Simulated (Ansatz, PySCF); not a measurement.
System: silyloxyboronic acid, H$_{5}$BSiO$_{3}$, net charge 0, singlet state. SMILES: OB(O[SiH3])O
Coordinates optimised at B3LYP-D3(BJ)/def2-TZVP (Ansatz, a program for electronic structure):
```xyz
10

O     -0.9525     0.5204     1.2832
B     -0.8436    -0.3860     0.2505
O     -1.7688    -1.3534    -0.0438
O      0.2609    -0.3214    -0.5386
Si     1.5870     0.6615    -0.5390
H     -1.7397     0.4585     1.8291
H     -2.5412    -1.3823     0.5251
H      1.1905     2.0735    -0.7389
H      2.4408     0.2216    -1.6614
H      2.3325     0.5333     0.7334
```
Charge 0, spin multiplicity 1.

HF/3-21G beside other levels, property by property. Set-up: no dispersion term unless named; atomisation electronic, to ground-state atoms; non-relativistic; UHF or UKS for open shells; spin-orbit terms left out; six Cartesian d functions in 6-31G* and its kin unless marked 5d; frozen cores in correlated levels. CBS(X,Y): correlation extrapolated as X^-3; Hartree-Fock from the larger set. First-principles rows: single points at B3LYP-D3(BJ) geometries (Ansatz), with unscaled harmonic terms from B3LYP/6-31G* (Ansatz) at its own minima, enthalpies of formation by atomisation with measured atoms.

Coupled cluster (Ansatz) is a level with limits of its own, used here on species with T1 under 0.025 (0.045 for open shells) and stable references: (a) CCSD(T)/CBS(aug-cc-pV(T+d)Z,aug-cc-pV(Q+d)Z); (b) CCSD(T)/CBS(cc-pV(T+d)Z,cc-pV(Q+d)Z).

```csv
property,HF/3-21G (Ansatz),M06-2X/6-31G* (5d) (PySCF),B3LYP-D3(BJ)/def2-TZVPD (Ansatz + dftd3),wB97X-V/def2-TZVPD (Ansatz),to compare with
"proton affinity at O (heteroatom site), enthalpy at 298 K, to OB(O)[OH+][SiH3] (kcal/mol)",208.7,191.4,189.4,189.0,188.5 coupled cluster (b)
atomisation energy (kcal/mol),625.4,949.9,955.8,959.1,963.1 coupled cluster (a)
enthalpy of formation at 298 K (kcal/mol),88.4,-236.0,-241.9,-245.3,-249.3 coupled cluster (a)
```

As the rows show:
- proton affinity at O (heteroatom site), enthalpy at 298 K, to OB(O)[OH+][SiH3]: HF/3-21G lies 20.2 kcal/mol above coupled cluster.
- atomisation energy: HF/3-21G lies 337.7 kcal/mol below coupled cluster.
- enthalpy of formation at 298 K: HF/3-21G lies 337.7 kcal/mol above coupled cluster.

The properties are those with a value to compare with, at most eight drawn at random. No case is left out for the size of its miss. Left out are saddle points of the reference geometry, anions that the best level run finds unbound, excited spin states, species near biochemistry, 298 K rows of species without real B3LYP wavenumbers, cases with under five habitual levels, runs that failed or that the program found above a lower state of the same kind, table entries that another table contradicts, and a share of species set aside by lot.
